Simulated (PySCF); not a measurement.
Ru(O)3(OH)2 (H2O5Ru), SMILES [O]=[Ru](=[O])(=[O])([OH])[OH], multiplicity 1.

Coordinates come from a B3LYP-D3(BJ)/def2-SVP optimisation. The multiplicity is an assumed one; other spin states were not compared. The def2 effective core potentials stand for the cores of Ru; spin–orbit coupling is left out. One conformer was computed; it need not be the lowest.

Two levels are set side by side: PBE/def2-TZVP (PySCF) and PBE0/def2-TZVP (PySCF). Same geometry, gas phase. Differences are taken from unrounded values.

```tsv
quantity	PBE0
orbital gap (eV)	3.78
highest occupied level (eV)	-9.53
lowest empty level (eV)	-5.75
dipole moment (D)	2.22
mean polarisability (bohr³)	61.0
```

Q: What does PBE give, and how far is it from PBE0? (The exact figures need the calculation; the answer reports its results.)

A: 
```
quantity                       PBE  PBE minus PBE0
---------------------------  -----  --------------
orbital gap (eV)              1.90           -1.88
highest occupied level (eV)  -8.08            1.45
lowest empty level (eV)      -6.18           -0.44
dipole moment (D)             2.21           -0.01
mean polarisability (bohr³)   61.7             0.7
```

Without exact exchange PBE keeps part of each electron's self-repulsion, which lifts occupied levels and narrows the gap. Differences between two approximate levels are no errors against the true value.

Rough cost on one machine, each run with all the roots and properties that it gave: PBE0 against PBE within a factor of 2.
